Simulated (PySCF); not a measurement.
Species: sum formula H$_{3}$BPO$_{2}$ (charge -1, singlet). It need not be the lowest isomer of its formula. Whether it binds its extra electron was not tested at this geometry. SMILES: [O-]B(O)P
Coordinates optimised at B3LYP-D3(BJ)/def2-TZVP (Ansatz):
```
B
O 1 1.2781
O 1 1.4327 2 127.55
H 3 0.9664 1 104.51 2 -0.67
P 1 2.0227 2 123.29 3 -175.30
H 5 1.4196 1 97.61 2 -45.30
H 5 1.4245 6 93.77 1 101.88
```
Charge -1, spin multiplicity 1.

Dispersion corrections to the total energy (kcal/mol) from the dftd3 and dftd4 libraries through PySCF: D3(BJ) without and D4 with the three-body term, each with the damping fitted for the functional named.

```csv
functional,D3(BJ),D4
LC-wPBE,-2.69,-3.78
PBE,-2.81,-3.39
CAM-B3LYP,-2.24,-2.85
PW6B95,-1.46,-2.99
B2GP-PLYP,-2.02,[?]
B2PLYP,[?],-2.36
B3LYP,[?],-5.50
```

### Question
Fill in the missing entries.

### Answer

- B2GP-PLYP, D4: -1.41
- B2PLYP, D3(BJ): -2.38
- B3LYP, D3(BJ): -5.05
